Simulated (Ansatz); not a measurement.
Cost and result for the atomization energy of C$_{2}$BrF$_{2}$I, SMILES `F/C(Br)=C(\F)I` (6 atoms, 5 bonds).

Total charge 0; spin multiplicity 1. Correlated methods include outer-core shells of Br, I, which these sets cover unevenly. Scalar relativity is left out up to krypton. I: def2 effective core potential. The structure was optimised at the PBE0-D4/def2-TZVP level. Program: Ansatz. All runs use 4 threads of a server CPU on a shared host. Times are those of one run each, without the atoms' runs, and a repeat can differ threefold. Electronic energies, without spin–orbit coupling; frozen cores. CCSD(T)/CBS adds CCSD(T) − MP2 in def2-TZVPP to the MP2 limit, and its time is that of the two runs behind it. T1 = 0.011; the RHF reference is unstable towards UHF. With those shells the extrapolation isn't a true limit. B3LYP takes the VWN-RPA correlation (the form of Gaussian; ORCA's B3LYP/G).

CCSD(T)/CBS is a level of theory with its own doubt, some kJ/mol a heavy atom from the limit and from the frozen cores, so smaller differences don't rank the functionals.

```csv
level,functions,wall time
PBE-D4/def2-TZVPP (with forces),222,1 s
PBE0-D4/def2-TZVPP,222,1.3 s
r2SCAN-D4/def2-TZVPP (with forces),222,1.6 s
B3LYP-D4/def2-TZVPP (with forces),222,2 s
B2PLYP/def2-TZVPP,222,2.5 s
ωB97X-V/def2-TZVPP,222,3 s
ωB97M-V/def2-TZVPP (with forces),222,4.3 s
MP2/def2-QZVPP,399,9 s
CCSD(T)/def2-TZVPP,222,92 s
CCSD(T)/CBS(def2),–,100 s
```

Task: What atomization energy does each give, and how far from CCSD(T)/CBS? (Estimate.)

Result: Computed: 
```json
{"level": "PBE-D4/def2-TZVPP (with forces)", "atomization (kJ/mol)": "2222.0", "difference from CCSD(T)/CBS": "159.9", "per bond": "32.0"}
{"level": "PBE0-D4/def2-TZVPP", "atomization (kJ/mol)": "2100.1", "difference from CCSD(T)/CBS": "38.0", "per bond": "7.6"}
{"level": "r2SCAN-D4/def2-TZVPP (with forces)", "atomization (kJ/mol)": "2088.9", "difference from CCSD(T)/CBS": "26.8", "per bond": "5.4"}
{"level": "B3LYP-D4/def2-TZVPP (with forces)", "atomization (kJ/mol)": "2037.3", "difference from CCSD(T)/CBS": "-24.8", "per bond": "-5.0"}
{"level": "B2PLYP/def2-TZVPP", "atomization (kJ/mol)": "2018.8", "difference from CCSD(T)/CBS": "-43.3", "per bond": "-8.7"}
{"level": "ωB97X-V/def2-TZVPP", "atomization (kJ/mol)": "2054.8", "difference from CCSD(T)/CBS": "-7.3", "per bond": "-1.5"}
{"level": "ωB97M-V/def2-TZVPP (with forces)", "atomization (kJ/mol)": "2050.5", "difference from CCSD(T)/CBS": "-11.6", "per bond": "-2.3"}
{"level": "MP2/def2-QZVPP", "atomization (kJ/mol)": "2163.7", "difference from CCSD(T)/CBS": "101.6", "per bond": "20.3"}
{"level": "CCSD(T)/def2-TZVPP", "atomization (kJ/mol)": "1977.3", "difference from CCSD(T)/CBS": "-84.8", "per bond": "-17.0"}
{"level": "CCSD(T)/CBS(def2)", "atomization (kJ/mol)": "2062.1", "difference from CCSD(T)/CBS": "0.0", "per bond": "0.0"}
```

In def2-TZVPP, CCSD(T) changes the Hartree–Fock value by +748.1 kJ/mol (the triples alone add +77.0 kJ/mol) and MP2 by +884.4 kJ/mol; breaking electron pairs costs correlation energy, which Hartree–Fock lacks. From PBE to PBE0 (25 % exact exchange), in def2-TZVPP and without D4, the atomization energy moves by −118.7 kJ/mol: exact exchange takes away binding that semilocal exchange gives to molecules. The D4 term adds +34.6 kJ/mol with B3LYP and +17.8 kJ/mol with PBE0; it sums over pairs of atoms, weighted by their polarisabilities, and B3LYP, whose exchange is more repulsive, gets the larger term.

Spin–orbit coupling would lower the free I atoms strongly, and the atomization energy with them, by more than many differences here.
